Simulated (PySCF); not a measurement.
PySCF input file for GaFBr2, SMILES [F][Ga]([Br])[Br], ωB97X-D3(BJ)/def2-SVP. 

```python
import numpy as np
from pyscf import gto, scf, dft
import os
os.environ['JAX_PLATFORMS'] = 'cpu'
from ase import Atoms, units
from ase.calculators.calculator import Calculator, all_changes
from sella import Sella

mol = gto.M(
    atom='''
    Ga    0.00000000   -0.00000000    0.50877664
    F    -0.00000000   -0.00000000    2.26494082
    Br   -0.00000000    2.03261024   -0.51652205
    Br   -0.00000000   -2.03261023   -0.51652205
    ''',
    basis='def2-SVP',
    charge=0,
    spin=0,
    max_memory=1600,
    verbose=3,
)
mf = dft.RKS(mol, xc='wb97x-d3bj').density_fit(auxbasis='def2-universal-jkfit')
mf.grids.level = 3
mf.conv_tol = 1e-9
mf.max_cycle = 100
mf.kernel()
grad = mf.nuc_grad_method()
grad.grid_response = mol.nao <= 150
scan = grad.as_scanner()
scan.verbose = scan.base.verbose = 0
class SCF(Calculator):
    implemented_properties = ['energy', 'forces']
    def calculate(self, atoms=None, properties=None, system_changes=all_changes):
        super().calculate(atoms, properties, system_changes)
        e, g = scan(mol.set_geom_(self.atoms.positions, unit='Angstrom', inplace=False))
        assert scan.converged
        self.results = {'energy': float(e) * units.Hartree, 'forces': -np.asarray(g) * units.Hartree / units.Bohr}
atoms = Atoms(mol.elements, mol.atom_coords(unit='Angstrom'), calculator=SCF())
conv = Sella(atoms, order=0, internal=True, allow_fragments=True).run(fmax=0.002, steps=150)
mol_eq = mol.set_geom_(atoms.positions, unit='Angstrom', inplace=False)
print(mol_eq.tostring(format='xyz'))
mf.reset(mol_eq)
mf.verbose = 3
mf.kernel()
```

Program output:

```
converged SCF energy = -7172.01176842757
     Step          Energy         fmax         cmax       rtrust          rho
Sella   0  -195160.380802       0.5509       0.0000       0.1000       1.0000
Sella   1  -195160.393751       0.5509       0.0000       0.1000       1.5966
Sella   2  -195160.404499       0.4049       0.0000       0.1000       1.1089
Sella   3  -195160.405792       0.2130       0.0000       0.1000       1.3909
Sella   4  -195160.406196       0.1014       0.0000       0.1000       1.1588
Sella   5  -195160.406299       0.0621       0.0000       0.1000       1.6897
Sella   6  -195160.406507       0.0712       0.0000       0.1000       1.1477
Sella   7  -195160.406500       0.0276       0.0000       0.0054      -0.5996
Sella   8  -195160.406517       0.0112       0.0000       0.0054       0.7843
Sella   9  -195160.406518       0.0080       0.0000       0.0054       0.7591
4
XYZ from PySCF
Ga          0.00004447        0.00000003        0.52908315
F          -0.00001804        0.00000002        2.26931434
Br         -0.00001321        1.97813372       -0.52886204
Br         -0.00001321       -1.97813376       -0.52886209
converged SCF energy = -7172.01271348255
```

The run converged.

Cost: about 2.8 core-minutes (a rough figure).
